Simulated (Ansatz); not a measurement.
A search over several starts for the lowest SCF solution of the cluster Al₂N₂ at the given spin, in a small basis.

```yaml
crystal:
  periodic: [false, false, false]
  atoms:
    - {symbol: Al, position_ang: [1.475991, -0.500615, -0.911501]}
    - {symbol: Al, position_ang: [-1.341979, 1.159960, 0.337056]}
    - {symbol: N, position_ang: [0.300886, -0.030171, 0.719219]}
    - {symbol: N, position_ang: [-0.434909, -0.629175, -0.144774]}
basis:
  gaussian: {orbitals: def2-SVP, initial_orbitals: start.molden}
magnetization: {spin_polarized: true, initial_magnetization: 2}
hamiltonian: {xc: pbe0, dispersion: d4}
output: {orbitals: {seedname: orbitals}}
```

The file start.molden holds the orbitals of an earlier run on this structure, at another level or in another basis.

```sh
$ ansatz run in.yaml --threads 4 --pin off --events-out ev --progress --plain --max-ram 3916MiB
```

Output, abridged:

```
Functional definition: PBE0
600 factors; integrals over basis functions are off by at most 6.7e-4 eV
mean field evaluation 1: about -16154.6983 eV, gradient 4.4e0 eV
mean field evaluation 2: about -16154.7993 eV, gradient 8.1e-2 eV
mean field evaluation 4: about -16154.9186 eV, gradient 6.6e-4 eV
mean field evaluation 8: about -16141.8732 eV, gradient 4.4e1 eV
mean field evaluation 16: about -16154.9185 eV, gradient 1.4e-1 eV
mean field -16154.91862012 eV, -593.6823090924 hartree, gradient 1.3e-5 eV, S^2 2.014153; 3 other end points of the search recorded, 0 dependent functions left out
reference -16154.91864615 eV, -593.6823100490 hartree; 21, 19 occupied and 43, 45 virtual orbitals, 600 factors
Total energy: -16155.02840573 eV, -593.6863436389 hartree
```

Run time 0.8 s (4 threads of INTEL XEON PLATINUM 8581C on a shared host).

At PBE0-D4/def2-TZVP a singlet of charge 0 lies 1.18 eV below the triplet, each at its own geometry. The structure comes from a short search, and lower isomers may exist.
